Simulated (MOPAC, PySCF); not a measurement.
C₂H₃NO, SMILES `NC#CO`, neutral singlet in the gas phase. 

Cartesian coordinates (Å):
```xyz
7

N     -1.5576    -0.1351    -0.0443
C     -0.2428    -0.0212     0.2610
C      0.9417     0.0820     0.4259
O      2.2059     0.1910     0.7825
H     -2.1312     0.6511     0.2253
H     -1.9837    -1.0143     0.2111
H      2.7676     0.2466    -0.0024
```
Charge 0, spin multiplicity 1.

All levels are single points at this geometry (B3LYP-D3(BJ)/def2-TZVP); Pople sets use spherical d functions. Orbital energies aren't observables, and empty levels follow the basis.

| level | HOMO (eV) | LUMO (eV) | gap (eV) | dipole (D) | vertical IE, Delta-SCF (eV) |
|---|---|---|---|---|---|
| B3LYP-D3(BJ)/def2-TZVP in PySCF | -5.91 | 0.32 | 6.23 | 0.80 | – |
| PBE-D3(BJ)/def2-TZVP in PySCF | -4.84 | -0.18 | 4.66 | 0.76 | – |
| B3LYP/3-21G in PySCF | -5.28 | 2.07 | 7.35 | 0.84 | – |
| B3LYP/6-311+G** in PySCF | -6.00 | -0.42 | 5.58 | 0.84 | – |
| BP86/6-31G* in PySCF | -4.49 | 0.97 | 5.45 | 0.73 | – |
| M06-2X/6-31G* in PySCF | -7.06 | 2.97 | 10.03 | 0.81 | – |
| PBE/6-31G* in PySCF | -4.37 | 0.92 | 5.29 | 0.72 | 8.10 |
| SVWN5/6-31G* in PySCF | -4.48 | 0.84 | 5.32 | 0.77 | 8.29 |
| HF/3-21G in PySCF | -8.84 | 6.58 | 15.42 | 0.98 | – |
| HF/STO-3G in PySCF | -6.88 | 11.53 | 18.41 | 0.61 | – |
| AM1 in MOPAC | -9.19 | 1.83 | 11.02 | 0.87 | – |
| PM3 in MOPAC | -8.69 | 1.66 | 10.35 | 0.52 | – |
| PM6 in MOPAC | -8.99 | 1.59 | 10.58 | 0.88 | – |
